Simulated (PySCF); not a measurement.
# What a mistake does to a calculation on BGeH7NSi cation

Calculated results; nothing here was measured. The program is PySCF 2.14.0, an open-source quantum chemistry code, run on an isolated molecule that a program drew, which may never have been made. The molecule is BGeH7NSi cation (charge +1, singlet), drawn as the SMILES string `[BH2][GeH2][SiH+]N`.

Each row is a Hartree-Fock (HF) and frozen-core CCSD(T) single point in the cc-pV(D+d)Z basis, meant for a local HF minimum. Run 1 is clean. Each other run has one planted mistake out of seven kinds, and not every kind appears here: one electron removed, one electron added, multiplicity raised by two, geometry at a saddle point, minimal basis STO-3G, one bond length entered in bohr, all coordinates scaled. The reference is restricted for singlets and unrestricted otherwise, and also for a bond in bohr. Adding or removing an electron swaps singlet and doublet. Electrons count all cores. HOMO and LUMO are orbital energies over both spins, the gradient is its largest component, and the lowest frequency (negative if imaginary) is given only where the gradient is small. Bond lengths are over the 10 bonds as drawn. T1 is the CCSD diagnostic: over 0.02 (restricted) or 0.045 (unrestricted) a single reference is doubtful. Germanium has the cc-pVDZ-PP basis, with a core potential (ECP10MDF) in place of its 10 inner electrons, and its 3s, 3p and 3d shells are frozen in CCSD(T).

Geometry of the clean run:
```xyz
11
BGeH7NSi cation, angstrom
B     1.4170   -0.2502    1.3562
Ge    0.0242   -0.9124   -0.0637
Si   -1.3945    0.9354   -0.8076
N    -1.5228    1.3908   -2.3839
H     1.3711    0.8526    1.8046
H     2.2448   -1.0346    1.6979
H    -1.0271   -1.8711    0.4902
H     0.5884   -1.4281   -1.3829
H    -2.2324    1.7916    0.0426
H    -1.0402    0.9398   -3.1422
H    -2.1042    2.1483   -2.7029
```

```
run,electrons,basis functions,<S^2>,HOMO (eV),LUMO (eV),gradient (hartree/bohr),lowest frequency (cm^-1),mean bond (Å),longest bond (Å),T1,HF (hartree),CCSD(T) (hartree),mistake
1,64,109,0.000,-15.53,-3.80,2.0e-05,35,1.5102,2.445,0.0159,-665.27926,-665.77933,no fault
2,64,109,0.000,-15.07,-3.95,4.8e-02,-,1.6326,2.644,0.0200,-665.22621,-665.74231,all coordinates scaled
3,64,109,0.691,-13.63,-3.95,1.6e-02,-,1.6162,2.445,0.0589,-665.15579,-665.65610,?
4,64,109,2.043,-12.00,-6.51,1.6e-01,-,1.5102,2.445,0.0263,-665.13665,-665.60060,?
```

**Which mistake was planted in run 3, and what did it cost?**

The mean bond changes by a factor of 1.070 and the longest by 1.000, so the molecule wasn't scaled as a whole. A length L in bohr read as angstrom grows by (1/0.5292 - 1) L = 0.890 L. The 10 bonds together grew by 10 x 0.1060 = 1.060 Å, which gives L = 1.191 Å. That is the length of one of the B-H bonds, 1.191 Å in the clean geometry. So the mistake is: one bond length entered in bohr. Subtracting run 1 and multiplying by 627.51 kcal/mol a hartree, the energy moved by 77.5 kcal/mol in HF and 77.3 kcal/mol in CCSD(T).

**Which mistake was planted in run 4, and what did it cost?**

Electrons, basis and geometry are unchanged, and <S^2> is 2.043, beside S(S+1) = 2.00 for a multiplicity of 3. So the mistake is: multiplicity raised by two. Subtracting run 1 and multiplying by 627.51 kcal/mol a hartree, the energy moved by 89.5 kcal/mol in HF and 112.2 kcal/mol in CCSD(T).

Cautions from the logs. Run 2: T1 is over the limit, so its CCSD(T) energy is less reliable; run 3: T1 is over the limit, so its CCSD(T) energy is less reliable.
